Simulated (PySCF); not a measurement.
## Core-level binding energies of Ti(NCS)4

Compound: Ti(NCS)4, C₄N₄S₄Ti (singlet state).
Structure used (PBE0-D3(BJ)/def2-SVP), in Å, numbered top down from 1:
```xyz
13
C4N4S4Ti angstrom
Ti    -0.0271   -0.0052    0.0181
N     -0.0122   -0.0098    1.8886
C      0.0223   -0.0104    3.0950
S      0.0716   -0.0113    4.6611
N      1.7349   -0.0007   -0.6071
C      2.8705   -0.0018   -1.0161
S      4.3448   -0.0042   -1.5465
N     -0.9080    1.5235   -0.6043
C     -1.4462    2.5198   -1.0217
S     -2.1427    3.8121   -1.5694
N     -0.8971   -1.5363   -0.6135
C     -1.4383   -2.5237   -1.0480
S     -2.1420   -3.8040   -1.6141
```

Method: delta-SCF UKS SCAN, pcX-2 on the ionised atom (unc-x2c-TZVPall on a metal), pcseg-1 elsewhere, spin-free X2C in PySCF 2.14.0. Binding energies are ΔSCF values: E(core-ionised, relaxed orbitals) − E(ground state) at a fixed geometry, referred to the vacuum level.

**Question.** List the computed XPS lines with their assignment.

**Answer.** 
```json
{"atom(s)": "C3/C6/C9/C12", "environment": "carbon bonded to N and S", "level": "C 1s", "binding energy (eV)": "292.91", "count": "4"}
{"atom(s)": "N2/N5/N8/N11", "environment": "nitrogen bonded to C and Ti", "level": "N 1s", "binding energy (eV)": "404.61", "count": "4"}
{"atom(s)": "S4/S7/S10/S13", "environment": "sulfur bonded to C", "level": "S 1s", "binding energy (eV)": "2477.10", "count": "4"}
```

**Question.** Express the binding energy of C 1s of C3/C6/C9/C12 in atomic units and per mole.

**Answer.** 292.91 eV = 10.7642 Eh = 28262 kJ/mol.

One atom of each set of topologically equivalent atoms was ionised and stands for the set; in this conformer not all members are related by symmetry, and their own values weren't computed. Not every level is listed. No level of titanium is listed. Geometry: PBE0-D3(BJ)/def2-SVP; no solvent, vibrations or thermal averaging. Metal 2p energies of this one-determinant scheme are less reliable than its 1s energies.
